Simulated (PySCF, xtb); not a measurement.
CHBrClF, SMILES F[C@@H](Br)Cl.

GFN2-xTB (xtb) at its own geometry gives an orbital gap of 4.73 eV and a dipole moment of 2.77 D.

The structure is a stationary point at B3LYP-D3(BJ)/def2-SVP.

What does PBE/def2-TZVPD (PySCF) give? (Estimate from the structure and the level; the computed values follow.)

gap 5.04 eV (levels -7.33 and -2.29 eV), dipole 1.14 D.
